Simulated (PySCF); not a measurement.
**Assignment exercise: C₈H₁₂NP**

Molfile (atoms numbered from 1):
```
C8H12NP
     RDKit          3D

 22 22  0  0  0  0  0  0  0  0999 V2000
    0.5546    1.8763    0.8591 C   0  0  0  0  0  0  0  0  0  0  0  0
    0.8942    0.6613    0.0396 C   0  0  0  0  0  0  0  0  0  0  0  0
    2.1299    0.6483   -0.5938 C   0  0  0  0  0  0  0  0  0  0  0  0
    2.6284   -0.4202   -1.3195 C   0  0  0  0  0  0  0  0  0  0  0  0
    1.9549   -1.6138   -1.4433 C   0  0  0  0  0  0  0  0  0  0  0  0
    0.3895   -1.9526   -0.7948 P   0  0  0  0  0  0  0  0  0  0  0  0
    0.0034   -0.4157   -0.0252 C   0  0  0  0  0  0  0  0  0  0  0  0
   -1.2422   -0.2871    0.6143 N   0  0  0  0  0  0  0  0  0  0  0  0
   -2.1769    0.6287   -0.0101 C   0  0  0  0  0  0  0  0  0  0  0  0
   -1.8893   -1.5233    0.9833 C   0  0  0  0  0  0  0  0  0  0  0  0
    1.4512    2.2455    1.3537 H   0  0  0  0  0  0  0  0  0  0  0  0
    0.1716    2.6808    0.2308 H   0  0  0  0  0  0  0  0  0  0  0  0
   -0.1918    1.6347    1.6106 H   0  0  0  0  0  0  0  0  0  0  0  0
    2.7491    1.5304   -0.4971 H   0  0  0  0  0  0  0  0  0  0  0  0
    3.6015   -0.3203   -1.7830 H   0  0  0  0  0  0  0  0  0  0  0  0
    2.4214   -2.4246   -1.9899 H   0  0  0  0  0  0  0  0  0  0  0  0
   -2.9235    0.9355    0.7243 H   0  0  0  0  0  0  0  0  0  0  0  0
   -2.6947    0.1537   -0.8562 H   0  0  0  0  0  0  0  0  0  0  0  0
   -1.6619    1.5093   -0.3803 H   0  0  0  0  0  0  0  0  0  0  0  0
   -1.1798   -2.1597    1.5113 H   0  0  0  0  0  0  0  0  0  0  0  0
   -2.2791   -2.0747    0.1151 H   0  0  0  0  0  0  0  0  0  0  0  0
   -2.7209   -1.2930    1.6503 H   0  0  0  0  0  0  0  0  0  0  0  0
  1  2  1  0
  2  3  1  0
  3  4  2  0
  4  5  1  0
  5  6  2  0
  6  7  1  0
  7  8  1  0
  8  9  1  0
  8 10  1  0
  7  2  2  0
  1 11  1  0
  1 12  1  0
  1 13  1  0
  3 14  1  0
  4 15  1  0
  5 16  1  0
  9 17  1  0
  9 18  1  0
  9 19  1  0
 10 20  1  0
 10 21  1  0
 10 22  1  0
M  END
```

[PySCF: shielding tensors at PBE0/pcSseg-1 (GIAO); geometry from GFN2-xTB; single conformer; gas phase; fast rotation and ring inversion assumed for equivalent nuclei; no relativistic terms]

Referencing at the same level of theory: ¹³C (186.93 ppm), ¹H (31.72 ppm) against TMS.

Question: Assign these signals to the numbered atoms. ¹³C{¹H} NMR (computed): δ 196.4, 160.9, 141.3, 138.5, 132.7, 47.9, 22.9.

Answer: 
196.4 → C7, aromatic carbon bearing nitrogen: an ipso carbon deshielded by its heteroatom
160.9 → C5, aromatic CH
141.3 → C2, substituted aromatic carbon
138.5 → C3, aromatic CH: the aromatic region
132.7 → C4, aromatic CH
47.9 → C9/C10, methyl carbon bonded to N: pulled downfield by the heteroatom
22.9 → C1, methyl carbon on an aromatic ring: aliphatic region, no heteroatom directly attached

Question: Assign these signals to the numbered atoms. ¹H NMR (300 MHz, computed): δ 8.90 (m, 1H), 7.77 (m, 1H), 7.71 (m, 1H), 2.85 (s, 6H), 2.63 (s, 3H).

Answer: 
| δ (ppm) | atoms | environment | reason |
| --- | --- | --- | --- |
| 8.90 | H16 | hydrogen on an aromatic CH | aromatic region |
| 7.77 | H15 | hydrogen on an aromatic CH | – |
| 7.71 | H14 | hydrogen on an aromatic CH | – |
| 2.85 | H17/H18/H19/H20/H21/H22 | hydrogen on a methyl carbon bonded to N | its carbon carries N, an electronegative neighbour |
| 2.63 | H11/H12/H13 | hydrogen on a methyl carbon on an aromatic ring | benzylic-type position, deshielded by the ring |

H15 and H14 lie closer than the usual error of such a calculation, so a measured spectrum could show them in the other order.

Splittings by ³¹P in the carbon and heteronuclear signals aren't shown, as no couplings were computed. Shifts are as computed. Against solution values, carbons near 30 ppm lie about +3 ppm off and those near 130 ppm about +5 ppm. Of 1211 compounds with measured shifts, 218 miss one by over three times the rms of a fit or turn the order of signals round; such compounds aren't used in these exercises. No couplings were computed; multiplicities are counted from neighbouring protons, with m where these are inequivalent, close in shift, in a saturated or five-membered ring or joined by F or P, and br s for small geminal =CH2 splittings.
